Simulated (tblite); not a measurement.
Decacarbon chain, C10 (triplet state).
Numbering: `[C:1]=[C:2]=[C:3]=[C:4]=[C:5]=[C:6]=[C:7]=[C:8]=[C:9]=[C:10]`
Bond orders are those of one Lewis drawing.

Computed with GFN2-xTB (tblite), gas phase: L-BFGS steps from a force-field or distance-geometry start until the largest atomic force falls under 0.01 eV/Å.

Step 0: E = -563.2565 eV
```
atom  x, y, z in Å  |  force x, y, z in eV/Å
C1      4.2311    2.6668    2.7078   -5.590  -3.609  -3.588
C2      3.0850    1.9253    1.9720   11.036   7.270   7.063
C3      2.2163    1.3335    1.4185    0.385   0.142   0.277
C4      1.3234    0.7607    0.8399   -0.486  -0.245  -0.371
C5      0.4399    0.1676    0.2891    0.249   0.123   0.228
C6     -0.4470   -0.4152   -0.2878    0.135   0.113   0.083
C7     -1.3244   -0.9954   -0.8557    1.296   0.865   0.801
C8     -2.2019   -1.5776   -1.4144   -2.939  -1.938  -1.870
C9     -3.0859   -2.1692   -1.9841   -9.781  -6.441  -6.231
C10    -4.2277   -2.9160   -2.7078    5.696   3.720   3.608
```

Question: Estimate the geometry and energy of step 1. (The exact step hangs on the optimiser's Hessian estimate; all steps are aligned on step 0, rigid shifts and turns removed.)

Answer: E = -566.5445 eV, largest force 10.275 eV/Å
```
atom  x, y, z in Å  |  force x, y, z in eV/Å
C1      4.1565    2.6186    2.6599    1.010   0.660   0.645
C2      3.2323    2.0223    2.0663   -3.708  -2.525  -2.361
C3      2.2215    1.3354    1.4222    5.603   3.778   3.578
C4      1.3169    0.7575    0.8349    4.445   2.995   2.762
C5      0.4432    0.1693    0.2921   -2.326  -1.604  -1.384
C6     -0.4452   -0.4137   -0.2867    2.902   1.944   1.876
C7     -1.3071   -0.9838   -0.8450   -7.549  -4.996  -4.860
C8     -2.2411   -1.6035   -1.4394   -1.834  -1.236  -1.203
C9     -3.2164   -2.2552   -2.0673    1.965   1.320   1.272
C10    -4.1516   -2.8664   -2.6596   -0.507  -0.336  -0.326
```

The energy changes by -3.2880 eV. The first-order estimate −F·Δx gives -7.1648 eV and the mean of the old and new forces, exact on a quadratic surface, -2.6763 eV. The step makes an angle of 0° with the force vector and moves no atom by more than 0.200 Å.

What follows is the cost of the whole relaxation. Hardware: an Arm Neoverse V2 with one thread, shared host with 32 logical CPUs at a one-minute load of 18. Cost: under 0.1 s.
